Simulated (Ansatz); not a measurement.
C₂H₇FGaNS, SMILES `C[N](C)[Ga]([F])[SH]`. Total charge 0; spin multiplicity 1. Correlated methods include outer-core shells of Ga, which these sets cover unevenly. Scalar relativity is left out up to krypton.

```xyz
13

C    -1.2366   -0.8522    0.7845
N    -0.2052   -0.1016    0.1098
C    -0.6520    1.1558   -0.4266
Ga    1.4807   -0.7257   -0.0240
F     1.7537   -2.2899    0.7230
S     3.2184    0.1868   -0.9791
H    -0.8396   -1.7930    1.1686
H    -1.6513   -0.2877    1.6312
H    -2.0682   -1.0866    0.1053
H    -1.4552    1.0171   -1.1640
H    -1.0407    1.8152    0.3623
H     0.1632    1.6858   -0.9250
H     2.5328    1.2760   -1.3661
```

Q: Give the diagnostics of a CCSD(T)/def2-TZVPP run (frozen core, the Gaussian-basis code of Ansatz). (Best estimate.)

A: The calculation gave: T1 = 0.0131, largest single amplitude 0.030, largest double 0.023, (T) share of the correlation energy 3.8 %, 10 CCSD cycles. The RHF solution is stable towards an unrestricted one. T1 lies under the customary mark of 0.02 for closed shells.
